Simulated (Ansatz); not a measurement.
`[H]/C=C/c1ccc(/C=C/c2cccs2)s1`. The state is a triplet with charge 0. Geometry r2SCAN-D4/def2-SVP, that of the neutral singlet; atoms count from 1.

```xyz
24

H     1.0589    5.8987    3.2047
C     0.5707    4.9693    2.9027
C     1.1477    4.1496    2.0019
C     0.6007    2.8964    1.5221
C    -0.5910    2.2510    1.8441
C    -0.7776    1.0346    1.1632
C     0.2695    0.7121    0.2975
C     0.4554   -0.4244   -0.5638
C    -0.4152   -1.4638   -0.6980
C    -0.2515   -2.6077   -1.5518
C    -1.1311   -3.6757   -1.6958
C    -0.6858   -4.6549   -2.6194
C     0.5304   -4.3368   -3.1816
S     1.1405   -2.8388   -2.5843
S     1.4841    1.9582    0.3547
H    -0.3966    4.7406    3.3607
H     2.1190    4.4361    1.5801
H    -1.3066    2.6611    2.5600
H    -1.6546    0.3970    1.2930
H     1.3802   -0.4383   -1.1542
H    -1.3434   -1.4651   -0.1145
H    -2.0698   -3.7343   -1.1399
H    -1.2390   -5.5637   -2.8651
H     1.1054   -4.9010   -3.9161
```

At PBE0-D4/def2-SVP a singlet of charge 0 lies 1.86 eV below the triplet at the same geometry.

**Question.** Estimate the Mulliken populations from the PBE0/def2-SVP orbitals of Ansatz.

**Answer.** 
```csv
atom,charge (e),spin (α − β)
H1,0.06,-0.02
C2,-0.08,0.41
C3,0.01,-0.20
C4,-0.13,0.42
C5,0.00,-0.14
C6,-0.01,0.28
C7,-0.13,0.12
C8,0.03,0.22
C9,0.00,0.48
C10,-0.13,-0.11
C11,-0.01,0.33
C12,0.00,-0.15
C13,-0.10,0.33
S14,0.08,0.04
S15,0.09,0.07
H16,0.05,-0.02
H17,0.03,0.01
H18,0.02,0.00
H19,0.03,-0.01
H20,0.03,-0.01
H21,0.02,-0.02
H22,0.02,-0.02
H23,0.03,0.01
H24,0.07,-0.02
```
Mulliken values depend strongly on the basis.

**Question.** Where does the spin sit?

**Answer.** Summed by element: H -0.11, C 2.00, S 0.11, of 2 unpaired in all. Largest on single atoms: C9 0.48, C4 0.42, C2 0.41.

**Question.** And the Mayer bond orders between heavy atoms (over 0.3)?

**Answer.** C2–C3 1.77 (1.35 Å); C3–C4 1.20 (1.45 Å); C4–C5 1.29 (1.39 Å); C4–S15 1.09 (1.74 Å); C5–C6 1.49 (1.41 Å); C6–C7 1.19 (1.40 Å); C7–C8 1.46 (1.44 Å); C7–S15 1.05 (1.74 Å); C8–C9 1.22 (1.36 Å); C9–C10 1.37 (1.44 Å); C10–C11 1.31 (1.39 Å); C10–S14 1.07 (1.75 Å); C11–C12 1.34 (1.42 Å); C12–C13 1.46 (1.38 Å); C13–S14 1.15 (1.72 Å).
